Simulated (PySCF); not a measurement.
Compound: C2H5GeN2P.
Bonds: Ge1–N2, N2–C3 (aromatic), C3–P4 (aromatic), P4–C5 (aromatic), C5–N6 (aromatic), N2–N6 (aromatic). Hydrogens: H7, H8, H9 on Ge1; H10 on C3; H11 on C5.

Level of theory: PySCF 2.14.0, PBE0-D3(BJ)/def2-SVP geometry optimisation, gas phase.

(1) Give the optimised bond lengths and angles.

Answers

(1) 
```csv
bond,length (Å),order
Ge1–N2,1.884,single
N2–C3,1.351,aromatic
C3–P4,1.729,aromatic
P4–C5,1.772,aromatic
C5–N6,1.315,aromatic
N2–N6,1.337,aromatic
"Ge1–H7, Ge1–H8, Ge1–H9",1.532,single
C3–H10,1.091,single
C5–H11,1.093,single
```

Bonds in one row agree within 0.01 Å and their mean is given. Orders are formal, as drawn. A selection of angles:
```csv
angle,degrees
N2–Ge1–H7,104.5
N2–Ge1–H8,107.2
H7–Ge1–H8,112.4
H8–Ge1–H9,112.5
Ge1–N2–C3,129.0
Ge1–N2–N6,114.8
C3–N2–N6,116.2
N2–C3–P4,112.5
N2–C3–H10,118.6
P4–C3–H10,128.9
C3–P4–C5,85.4
P4–C5–N6,116.2
P4–C5–H11,126.0
N6–C5–H11,117.7
N2–N6–C5,109.6
```

The C–P distances run from 1.729 Å (C3–P4, aromatic) to 1.772 Å (P4–C5, aromatic), a spread of 0.043 Å. Ge1 (germanium bonded to N and 3 H) is distorted tetrahedral (angles from 104.5° to 112.5°). The 5-membered ring N2–C3–P4–C5–N6 has internal angles of 85.4° to 116.2° (sum 540°, against 540° for a flat polygon); it is planar, 0.00 Å rms from its mean plane, widest ring torsion 0°. The 2 C–N bonds span 1.315 Å (C5–N6, aromatic) to 1.351 Å (N2–C3, aromatic), a spread of 0.036 Å. N2 (pyrrole-type nitrogen) is planar (angles 129.0°, 116.2° and 114.8°, sum 360.0°, 0.00 Å off the plane of its three neighbours). N6 (pyridine-type nitrogen) is bent (angle 109.6°). The 6 heavy atoms lie in one plane (0.003 Å rms).

Point group: Cs (tolerance 0.08 Å). Whether it is a minimum is left open (no frequencies).
